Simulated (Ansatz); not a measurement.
System: sum formula BNH2Cl2 (charge 0, singlet). SMILES: ClB(Cl)N
Structure (B3LYP-D3(BJ)/def2-TZVP (Ansatz, a program for electronic structure) minimum search):
```xyz
6

B     -0.3399    -0.0733     0.0373
Cl     0.1805     1.5754    -0.3440
Cl     0.8739    -1.3479     0.2283
N     -1.6864    -0.3638     0.1851
H     -2.4032     0.3349     0.0837
H     -2.0181    -1.2886     0.4015
```

Quantity: atomisation energy (electronic, to ground-state atoms), in kJ/mol. Valence correlation only, unless marked. UHF or UKS for open shells. No spin-orbit coupling. Non-relativistic. The coupled-cluster limit lacks core correlation, which all-electron functionals hold. Basis-set limits of correlation are two-point, X^-3; Hartree-Fock from the larger set.

| level | program | atomisation energy (kJ/mol) |
|---|---|---|
| PBE/def2-TZVPD | Ansatz | 2263.0 |
| BLYP/def2-TZVPD | Ansatz | 2175.0 |
| PBE0-D3(BJ)/def2-TZVP | Ansatz + dftd3 | 2228.1 |
| MP2/aug-cc-pV(D+d)Z | Ansatz | 2114.5 |

Problem. Estimate the value at CCSD(T)/CBS(cc-pV(T+d)Z,cc-pV(Q+d)Z) as computed with Ansatz.

Solution. 2200.3 kJ/mol
